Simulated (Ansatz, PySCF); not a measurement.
CH8Ge2, SMILES [GeH3][CH2][GeH3].

Geometry: PBE0-D3(BJ)/def2-SVP.

Vertical ionisation energy (IE) and electron affinity (EA) in eV. Rows of orbital energies are one-electron estimates. Where ΔSCF, EOM or ADC give a negative EA the extra electron is unbound and the value depends on the basis.

```json
[
 {"level": "−ε(HOMO), −ε(LUMO), r2SCAN/def2-TZVP (PySCF)", "IE": "7.57", "EA": "-0.06"},
 {"level": "−ε(HOMO), −ε(LUMO), PBE/def2-TZVP (PySCF)", "IE": "7.30", "EA": "0.36"},
 {"level": "ΔSCF, CAM-B3LYP/def2-SVPD (Ansatz), final states of multiplicity 2 and 2", "IE": "___", "EA": "___"},
 {"level": "ΔSCF, PBE/def2-SVPD (Ansatz), final states of multiplicity 2 and 2", "IE": "10.14", "EA": "-1.09"}
]
```

Q: Fill in the missing entries. (An estimate is asked for; the answer gives what the named calculation found.)

A: 
- ΔSCF, CAM-B3LYP/def2-SVPD (Ansatz, a program for electronic structure), final states of multiplicity 2 and 2, IE: 10.54
- ΔSCF, CAM-B3LYP/def2-SVPD (Ansatz), final states of multiplicity 2 and 2, EA: -1.38

Q: What vertical singlet–triplet gap does ΔSCF give with CAM-B3LYP/def2-SVPD (Ansatz) and with PBE/def2-SVPD (Ansatz)? (An estimate is asked for; the answer gives what the named calculation found.)

A: 7.41 and 6.78 eV (triplet above singlet where positive).
